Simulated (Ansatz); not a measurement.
Species: CH3F3GeO3, SMILES `[OH][Ge]([OH])([OH])[C](F)(F)F` with one electron added (charge -1, multiplicity 2).

Q: Give a relaxed geometry from B3LYP-D3(BJ)/def2-SVP (Ansatz, a program for electronic structure).

A: Several could match; the one computed here: the end point of this relaxation, one of several conformers (outside a Z-matrix the atoms follow the SMILES, hydrogens last).
Cartesian coordinates (Å) in one orientation:
```xyz
11

O     -2.224    -0.906    -0.848
Ge    -0.432    -0.541    -0.275
O     -0.557     1.159    -1.010
O     -0.910    -0.408     1.497
C      1.672    -0.163     0.232
F      1.946     1.162     0.525
F      2.157    -0.867     1.286
F      2.507    -0.454    -0.810
H     -2.438    -0.071    -1.295
H      0.161     1.694    -0.646
H     -1.873    -0.494     1.432
```
